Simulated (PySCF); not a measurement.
CH5AlS2, SMILES [CH3][Al]([SH])[SH]. Geometry: B3LYP-D3(BJ)/def2-SVP. The structure was generated by enumeration; whether it is a known compound was not checked. One conformer was computed; it need not be the lowest.

Computed equilibrium geometry at B3LYP-D3(BJ)/def2-SVP (PySCF confirms it by a frequency run) as a Z-matrix (one conformer of several):
```
Al
C 1 1.9463
H 2 1.1020 1 111.84
H 2 1.1022 3 108.27 1 -123.49
H 2 1.1039 3 107.37 4 -115.52
S 1 2.1989 2 119.47 3 26.92
H 6 1.3530 1 96.16 2 178.38
S 1 2.1991 2 119.38 3 -153.78
H 8 1.3530 1 96.13 2 -178.36
```
Charge 0, spin multiplicity 1.
